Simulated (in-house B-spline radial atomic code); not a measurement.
**Ionising the thallium ion Tl⁶⁺ with different functionals**

Computed with a B-spline radial code for spherical atoms: four-component Dirac-Coulomb Hamiltonian, Fermi nucleus of rms radius 5.4759 fm, spin-restricted, spherical fractional occupations for the functionals, and exact exchange of hybrids averaged over the configuration. The ionisation energy is the difference of two self-consistent energies, [Xe] 4f14 5d7 → [Xe] 4f14 5d6, without Breit or QED terms; ε is the level of the shell that loses the electron (mean over j). The electron is taken from both j subshells in proportion to 2j + 1, so the result is a j average, not the step between ground levels.

```tsv
method	rung	ΔSCF (eV)	-ε(5d) (eV)
B3LYP	global hybrid	100.96	94.18
BHandHLYP	global hybrid	100.79	96.91
PBE0	global hybrid	100.97	94.68
LC-wPBE	range-separated hybrid	100.87	97.39
```

Task: Among the functionals, which spreads more, the ΔSCF values or the orbital energies?

Result: The orbital energies: ΔSCF values span about 0.18 eV and the orbital energies 3.21 eV; here energy differences depend much less on the functional than eigenvalues do.

Task: How do they compare with the NIST value?

Result: NIST lists 98 eV ± 2 (tabulated theory, ground level to ground level). Errors run from +2.89 to +3.07 eV; all lie within about twice that uncertainty, so the table can't rank the methods.
